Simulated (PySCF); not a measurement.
## Computed properties of methyl pivalate (C6H12O2), SMILES CC(C)(C(=O)OC)C

methyl pivalate (C6H12O2), SMILES COC(=O)C(C)(C)C. The structure is a stationary point at PBE0-D3(BJ)/def2-SVP. One conformer was computed; it need not be the lowest. All values are computed for the isolated molecule unless a solvent is named; none is compared with measurement here.

**Structure.** The optimised structure has Cs symmetry. All 54 harmonic modes at PBE0-D3(BJ)/def2-SVP (PySCF) are real, so it is a minimum. With heavy atoms numbered as in [CH3:1][O:2][C:3](=[O:4])[C:5]([CH3:6])([CH3:7])[CH3:8], the shortest bond between them is C3–O4 at 1.203 Å and the longest C5–C7 at 1.534 Å.

**Vibrations.** The strongest infrared lines (harmonic, unscaled, degenerate partners summed) lie at 1873 cm⁻¹ (226 km/mol, C 64 %, O 35 %), 1240 cm⁻¹ (217 km/mol, C 44 %, O 29 %, H 26 %), 1340 cm⁻¹ (148 km/mol, C 64 %, H 29 %). The softest mode is at 40 cm⁻¹ and the zero-point energy is 109.9 kcal/mol.

**Electronic structure.** r2SCAN/def2-SVP (PySCF) places the frontier levels at -6.34 and -0.34 eV, a gap of 6.00 eV, and gives a dipole moment of 1.77 D and a mean polarisability of 71.0 bohr³. PBE/def2-SVP (PySCF) at the same geometry gives -5.95 and -0.53 eV, so its gap is 0.58 eV narrower. An orbital gap is neither the optical nor the fundamental gap.

**Excitations.** TDA-PBE0/def2-SVP (PySCF) has S1 at 5.92 eV (210 nm, f = 0.004, weak); the most intense of the 10 singlets computed lies at 8.41 eV (f = 0.10). T1 (TDA) is at 5.30 eV, 0.62 eV under S1. TDA-PBE/def2-SVP (PySCF) puts S1 at 5.66 eV. No vertical singlet excitation falls in the visible range (under 3.1 eV).

**NMR.** GIAO shifts at KT2/pcSseg-1 (PySCF) (non-relativistic, atoms alike by connectivity averaged): ¹³C from 31.2 to 174.2 ppm against TMS; ¹H from 1.5 to 3.9 ppm against TMS.
